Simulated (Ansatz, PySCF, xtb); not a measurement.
Complex: SiH4 (SMILES [SiH4]) (first 5 atoms) with AsH3 (SMILES [AsH3]); geometry from B3LYP-D3(BJ)/def2-TZVP, rigid monomers moved along the line of their centres of mass till Si1···H9 is 3.02 Å.
(charge 0, multiplicity 1):
```
atom    x (Å)    y (Å)    z (Å)
----  -------  -------  -------
Si     0.0047  -0.0823   0.1973
H      0.3140  -0.6296  -1.1431
H     -1.4219   0.3073   0.2561
H      0.8518   1.1025   0.4583
H      0.2739  -1.1135   1.2247
As     0.1057   0.3954   3.8471
H     -0.6324   0.9859   5.0448
H     -0.7293  -0.8793   3.8901
H     -0.8565   1.0536   2.8636
```

Monomers are frozen at their geometry in the pair; levels with a basis set take the counterpoise correction. Rows marked so take none.

Frozen-core correlation. Filled d and f shells under p-block atoms count as core. Rows in 6-31G*, STO-3G carry no dispersion term and start afresh at each structure (6-31G* with six Cartesian d functions); the Pople sets are all-electron and without relativity.

The values were computed with Ansatz (Gaussian orbitals); PySCF for 6-31G* rows, STO-3G rows, the dispersion terms; xtb for the GFN methods. Values without a source in brackets are computed.

| level | interaction energy (kJ/mol) |
|---|---|
| GFN1-xTB | -11.0 |
| GFN2-xTB | -8.0 |
| HF/STO-3G (no counterpoise) | 10.0 |
| HF/6-31G* (no counterpoise) | 11.1 |
| B3LYP/def2-TZVPPD | 7.8 |
| B3LYP-D3(BJ)/def2-TZVPPD | -3.2 |
| MP2/def2-SVPD | 1.5 |
| SCS-MP2/def2-SVPD | 3.8 |
| SCS-MP2/def2-TZVPPD | … |

**Question.** Complete the blanks.

**Answer.** 
- SCS-MP2/def2-TZVPPD, interaction energy (kJ/mol): 2.1

Ansatz is an electronic-structure program.
